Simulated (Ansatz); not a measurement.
Molecule: CH$_{3}$Cl$_{3}$Ge, charge 0, multiplicity 1. 
Coordinates optimised at B3LYP-D3(BJ)/def2-TZVP (Ansatz, a first-principles code):
SMILES: [Cl][Ge]([CH3])([Cl])[Cl]
```xyz
8

C     -2.1656     0.0654     0.1290
Ge    -0.2312     0.0070     0.0138
Cl     0.5951     1.9785    -0.2494
Cl     0.6325    -0.8291     1.8009
Cl     0.4158    -1.1989    -1.6493
H     -2.4475     0.6828     0.9797
H     -2.5587     0.4930    -0.7913
H     -2.5395    -0.9481     0.2611
```
Charge 0, spin multiplicity 1.

Parts of the frozen-core correlation energy in def2-TZVPPD (Ansatz, hartree). Frozen orbitals: 30; correlated occupied orbitals by spin: 16 and 16; virtual: 249 and 249. No spin-orbit coupling. No relativistic terms.

| term | value |
|---|---|
| reference (HF) | -3493.69557 |
| MP2 opposite-spin | ? |
| MP2 same-spin | ? |
| CCSD correlation | -0.91866 |
| (T) | ? |
| T1 diagnostic | 0.009 |
| largest doubles amplitude | 0.018 |

### Question
What belongs in the gaps?

### Answer

- MP2 opposite-spin, value: -0.64657
- MP2 same-spin, value: -0.21102
- (T), value: -0.04062
